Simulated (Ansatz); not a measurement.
BrGaH$_{4}$OSi, SMILES `O[SiH2][GaH][Br]`. Charge 0, multiplicity 1. The geometry is a stationary point of PBE0-D4/def2-TZVP. It is one conformer, not always the lowest.

```xyz
8

O    -1.421   -0.452    1.265
Si   -0.463   -0.625   -0.073
Ga    1.096    1.203   -0.109
Br    2.506    1.086   -1.938
H    -2.099   -1.112    1.418
H     0.283   -1.917   -0.048
H    -1.270   -0.617   -1.328
H     1.368    2.435    0.813
```

Task: What is the dipole moment at B3LYP/def2-TZVPP? (Estimate.)

Result: Ansatz gave: 2.95 D, with components (-2.25, -1.27, 1.44) D in this frame, pointing from negative to positive charge.

Task: And with PBE, r2SCAN, ωB97M-V? (Estimate.)

Result: Computed: PBE 2.83 D, r2SCAN 2.97 D, ωB97M-V 3.04 D.

Task: Give the Mulliken charges with B3LYP, r2SCAN, PBE in def2-TZVPP. (Best estimate.)

Result: The calculation gave: 
```tsv
atom	B3LYP	r2SCAN	PBE
O1	-0.39	-0.42	-0.35
Si2	0.35	0.35	0.27
Ga3	0.34	0.37	0.32
Br4	-0.30	-0.30	-0.28
H5	0.18	0.20	0.19
H6	-0.07	-0.08	-0.06
H7	-0.07	-0.08	-0.06
H8	-0.03	-0.04	-0.02
```

B3LYP here is the variant with VWN-RPA as its local correlation; programs differ in this.
